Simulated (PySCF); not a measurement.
Electron correlation in Cu²⁺ (copper, charge +2)

[Ar] 3d8 4s1, high-spin 4F determinant (an excited configuration). Calculation: PySCF 2.14, in x2c-TZVPPall (6s5p4d2f1g, 64 functions); scalar relativity by spin-free X2C-1e. Frozen: [Ar]; 9 electrons correlated.

| level | correlation energy (mhartree) |
| --- | --- |
| CCSD | -244.35 |
| (T) | -4.08 |
| CCSD(T) | -248.43 |

Diagnostics: T1 = 0.0063, D1 = 0.0143, largest double amplitude 0.016.

Cost of the coupled-cluster step: about 10 core-seconds, for 9 correlated electrons.

Iterations:

```
CC2 = 0
CCSD nocc = (np.int64(6), np.int64(3)), nmo = (55, 55)
frozen orbitals [[0, 1, 2, 3, 4, 5, 6, 7, 8], [0, 1, 2, 3, 4, 5, 6, 7, 8]]
max_cycle = 100
direct = 0
conv_tol = 1e-08
conv_tol_normt = 1e-06
diis_space = 8
diis_start_cycle = 0
Init t2, MP2 energy = -0.250274940232954
Init E_corr(UCCSD) = -0.250274940238285
cycle = 1  E_corr(UCCSD) = -0.241646366215842  dE = 0.00862857402  norm(t1,t2) = 0.0305884
cycle = 2  E_corr(UCCSD) = -0.2441705381888  dE = -0.00252417197  norm(t1,t2) = 0.00786118
cycle = 3  E_corr(UCCSD) = -0.24410644891591  dE = 6.40892729e-05  norm(t1,t2) = 0.00332619
cycle = 4  E_corr(UCCSD) = -0.24434999778343  dE = -0.000243548868  norm(t1,t2) = 0.00144897
cycle = 5  E_corr(UCCSD) = -0.244357606093795  dE = -7.60831037e-06  norm(t1,t2) = 0.000367073
cycle = 6  E_corr(UCCSD) = -0.244354102831352  dE = 3.50326244e-06  norm(t1,t2) = 8.35693e-05
cycle = 7  E_corr(UCCSD) = -0.244355117505568  dE = -1.01467422e-06  norm(t1,t2) = 3.34356e-05
cycle = 8  E_corr(UCCSD) = -0.244355161475173  dE = -4.39696047e-08  norm(t1,t2) = 7.70436e-06
cycle = 9  E_corr(UCCSD) = -0.244354939011507  dE = 2.22463666e-07  norm(t1,t2) = 2.44906e-06
cycle = 10  E_corr(UCCSD) = -0.244354993234454  dE = -5.42229475e-08  norm(t1,t2) = 5.54534e-07
cycle = 11  E_corr(UCCSD) = -0.244354991730358  dE = 1.50409682e-09  norm(t1,t2) = 1.41361e-07
UCCSD converged
E(UCCSD) = -1652.274584154752  E_corr = -0.2443549917303575
UCCSD(T) correction = -0.00408340675158389
```
